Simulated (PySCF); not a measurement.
C2H10Si2, SMILES [SiH3]CC[SiH3]. Atoms are numbered in the order given.

```xyz
14

Si     0.0530    -2.3125     0.0000
C     -0.5665    -0.5231     0.0000
C      0.5665     0.5231     0.0000
Si    -0.0530     2.3125     0.0000
H      0.8918    -2.5631    -1.2106
H     -1.0892    -3.2748     0.0000
H      0.8918    -2.5631     1.2106
H     -1.2198    -0.3868    -0.8803
H     -1.2198    -0.3868     0.8803
H      1.2198     0.3868     0.8803
H      1.2198     0.3868    -0.8803
H     -0.8918     2.5631    -1.2106
H      1.0892     3.2748     0.0000
H     -0.8918     2.5631     1.2106
```
Charge 0, spin multiplicity 1.

Coordinates come from a B3LYP-D3(BJ)/def2-SVP optimisation. The values are those of a single conformer.

Level of theory: HF/def2-TZVP in PySCF.

Symmetry labels are those of the subgroup C2h that the program uses (full group C2h).

Problem. List the valence orbital energies around the gap with their symmetry. (Estimate from the structure and the level; the computed values follow.)

Solution. 
```tsv
orbital	symmetry	energy (eV)
HOMO−7	Ag	-14.56
HOMO−6	Bu	-14.07
HOMO−5	Bg	-13.95
HOMO−4	Bu	-12.84
HOMO−3	Bg	-12.77
HOMO−2	Au	-12.75
HOMO−1	Ag	-12.71
HOMO	Ag	-10.88
LUMO	Ag	3.08
LUMO+1	Bu	3.56
LUMO+2	Ag	4.25
LUMO+3	Au	4.26
```
